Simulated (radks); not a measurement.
Charge is removed step by step from the 3p down level of Tm16+, starting from [Ne] 3s2 3p(up 3, down 3) 3d10 4s2 4p6 4d10 4f7. Calculated with a radial shooting solver on a logarithmic mesh with Libxc functionals: scalar-relativistic Kohn-Sham, PBE, spin-polarised, spherical densities, finite nucleus; open shells are filled with parallel spins first (spin-orbit coupling, left out, can overturn this in heavy ions); Fermi nuclear charge, rms radius 5.2256 fm.

| removed (e) | E - E(0) (eV) | eigenvalue (eV) | E minus straight line (eV) |
|---|---|---|---|
| 0 | 0.000 | -2264.2 | 0.000 |
| 0.125 | 283.23 | -2273.1 | -3.938 |
| 0.25 | 567.59 | -2282.1 | -6.755 |
| 0.375 | 853.06 | -2291.1 | -8.450 |
| 0.5 | 1139.7 | -2300.1 | -9.020 |
| 0.625 | 1427.4 | -2309.1 | -8.462 |
| 0.75 | 1716.2 | -2318.2 | -6.774 |
| 0.875 | 2006.2 | -2327.2 | -3.954 |
| 1 | 2297.4 | -2336.3 | 0.000 |

Removing the whole electron costs 2297.4 eV by Delta-SCF, against 2264.2 eV from minus the eigenvalue at the starting occupation. Slater's transition state (half an electron removed) gives 2300.1 eV. Integrating minus the eigenvalue over the occupation (Janak's theorem) gives 2300.1 eV. In this scalar-relativistic scheme the density is built from large components alone, so the theorem holds only approximately. The mean slope of the eigenvalue, de/dn, is 72.2 eV per electron.
